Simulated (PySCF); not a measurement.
## Correlation energy of Cr³⁺ (chromium, charge +3)

[Ar] 3d3, high-spin 4F determinant. All numbers are calculated (PySCF 2.14, no relativity, point nucleus, in aug-cc-pVTZ (8s7p5d3f2g, 93 functions)). Frozen: [Ar]; 3 electrons correlated.

```json
{"level": "CCSD", "correlation energy (mhartree)": "-19.72"}
{"level": "(T)", "correlation energy (mhartree)": "-0.05"}
{"level": "CCSD(T)", "correlation energy (mhartree)": "-19.77"}
```

Diagnostics: T1 = 0.0016, D1 = 0.0023, largest double amplitude 0.012.

Problem. Is a single reference adequate?

Solution. Yes: T1 lies below 0.03 and no double amplitude reaches 0.07.
